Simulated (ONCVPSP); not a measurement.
What one change does to a pseudopotential (fluorine (F), ONCV)

ONCVPSP 4.0.1 input, shortened (lines: element, Z, core and valence counts, functional; n l f; lmax; l rc ep ncon nbas qcut; lloc lpopt rc5 dvloc0; l nproj debl; icmod fcfact rcfact), PBE, fully relativistic:

```
  F 9.00    1    2        4      upf
    1    0    2.00
    2    0    2.00
    2    1    5.00
    2
    0    0.75    0.00    4    8    8.50
    1    1.50    0.00    4    7    7.10
    2    1.55    0.02    4    7    5.50
    4    5    0.60    3.00
    0    2    2.00
    1    2    3.90
    2    2    0.50
    3    4.50    1.35
```

Open shells are filled in proportion to 2j + 1.

Change: scalar-relativistic.

Cutoffs: the cutoffs (Ha) at which the residual kinetic energy of the hardest occupied pseudo-wave falls to 1 and 0.1 mHa per electron; they do not see the model core or the augmentation charge, which bear on the density cutoff. Errors are all-electron minus pseudo energies relative to the spin-unpolarised reference configuration.

**Question.** How do hardness, ghosts and transferability respond?

**Answer.** The potential gets neither clearly harder nor softer (145 Ha and 296 Ha → 142 Ha and 294 Ha); the lowest positive-energy flag moves from d5/2 at 11.8 eV to d at 134.7 eV; the errors of the 4 common tests hardly move; neither file shows a bound ghost.

| quantity | base | changed |
| --- | --- | --- |
| cutoff, loose | 145 Ha | 142 Ha |
| cutoff, tight | 296 Ha | 294 Ha |
| loose cutoff by channel | s 145 Ha, p 25 Ha | s 142 Ha, p 25 Ha |
| bound ghosts | none | none |
| GHOST(+) flags under 300 eV | d5/2 at 11.8 eV, d3/2 at 11.9 eV | d at 134.7 eV |
| error for 2s2 2p4, meV [ΔE 19.39 eV] | +71 | +70 |
| error for 2s2 2p3, meV [ΔE 57.77 eV] | +517 | +520 |
| error for 2s2 2p2, meV [ΔE 118.41 eV] | +1864 | +1878 |
| error for 2s2 2p4.5, meV [ΔE 7.54 eV] | +12 | +12 |
| s: phases at 0.76 bohr within 0.05 rad from the reference energy up to (Ha; the scan ends near 5) | to the end of the scan | to the end of the scan |
| rms error of d²Exc/dni dnj with the model core, mHa | 10.65 | 1.69 |
